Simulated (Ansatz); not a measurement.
Geometry optimisation, Ansatz, RKS r2SCAN/def2-SVP.

The input (input.yaml):

```yaml
crystal:
  periodic: [false, false, false]
  atoms:
    - { symbol: Zn, position_ang: [0.023914, 0.027074, 1.394046] }
    - { symbol: O, position_ang: [0.456416, -0.429755, -1.723055] }
    - { symbol: C, position_ang: [-0.415304, 0.398596, -1.629013] }
    - { symbol: H, position_ang: [-0.730849, 1.102364, 0.621274] }
    - { symbol: O, position_ang: [0.815611, -1.129458, 2.467228] }
    - { symbol: H, position_ang: [-1.496675, 0.131323, -1.4989] }
    - { symbol: H, position_ang: [-0.220201, 1.498844, -1.718333] }
    - { symbol: H, position_ang: [1.567088, -1.598887, 2.086753] }
basis:
  gaussian: { orbitals: def2-SVP }
hamiltonian:
  xc: r2scan
relax:
  f_tol: 0.03
  max_steps: 50
output:
  orbitals: {}
```

Launched with:

```bash
$ ansatz run input.yaml --threads 2 --pin off --max-ram 3072MiB --backend cpu --events-out ev --progress --plain --runs-dir out
```

Where does it end, and by what steps?

The run converged. The force dipped under the threshold on the way, but the program's further checks kept it going. After 34 steps the energy has fallen by 0.392 eV; H7 moved furthest, 1.46 Å.

```csv
step,energy less start (eV),largest force component (eV/Å),accepted
0,0.0000,0.286,yes
2,0.0206,1.163,no
4,-0.0348,0.231,yes
6,-0.0654,0.682,yes
8,-0.0989,0.431,yes
10,-0.1446,0.770,yes
12,-0.2308,0.191,yes
14,-0.2842,0.245,yes
16,-0.2589,1.090,no
18,-0.3207,0.180,yes
20,-0.3585,0.072,yes
22,-0.3719,0.402,yes
24,-0.3829,0.122,yes
26,-0.3839,0.382,no
28,-0.3899,0.040,yes
30,-0.3909,0.106,no
32,-0.3915,0.034,yes
34,-0.3916,0.030,yes
```

```xyz
8
Properties=species:S:1:pos:R:3
Zn -0.203 -0.039 1.441
O 0.412 -0.183 -0.805
C -0.283 0.426 -1.587
H -1.397 0.892 1.232
O 1.049 -1.089 2.155
H -1.163 1.022 -1.244
H -0.064 0.412 -2.680
H 1.649 -1.442 1.486
```

Whether the end is a true minimum wasn't checked by a vibrational analysis.

Run time: 51 s on 2 threads of Intel(R) Xeon(R) 6975P-C (Granite Rapids), with other jobs on the host, peak memory 0.18 GiB.
